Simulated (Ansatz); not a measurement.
Coupled-cluster diagnostics for the cluster Ti4⁺, Ansatz.

Geometry of the doublet (PBE-D4/def2-SVP):

```xyz
4

Ti    0.3743    0.9997   -1.0929
Ti    0.4923    0.2035    1.4753
Ti   -1.4600    0.2498   -0.3736
Ti    0.5934   -1.4530   -0.0089
```

Correlated methods freeze 20 core orbitals; core or outer-core shells of Ti are correlated, in sets that lack core-valence functions. In CCSD on the charge 1 doublet the largest single amplitude is 0.26, so its Hartree–Fock determinant may place the open shell otherwise than the density functionals do. No other spin state of charge 1 was run. The geometry of the doublet was relaxed on an unsound state (⟨S²⟩ 2.74, where a pure state has 0.75). Another isomer (sextet) lies 0.25 eV lower at PBE0-D4/def2-TZVP; other spin states weren't run for this one.

Q: Estimate the CCSD(T) correlation energy, the shares of MP2 and (T), T1 and the reference's ⟨S²⟩ for: charge 1, doublet, own geometry in def2-SVP; and the rough time on 4 threads of Arm Neoverse V2 on a shared host.

A: 
| state | basis | correlation (eV) | MP2 share (%) | (T) share (%) | T1 | ⟨S²⟩ (pure) | wall time | remarks |
| --- | --- | --- | --- | --- | --- | --- | --- | --- |
| charge 1, doublet, own geometry | def2-SVP | -29.498 | 77.2 | 8.6 | 0.118 | 6.09 (0.75) | 1.9 min | large T1 (0.118), spin-contaminated (⟨S²⟩ 6.09) |
Customary marks for T1 are 0.02 (closed shells), 0.045 (open shells) and about 0.05 (3d metals). T1 exceeds 0.02 in 1 of 1 rows and 0.045 in 1; the higher it lies, the less the single-reference result can be trusted.
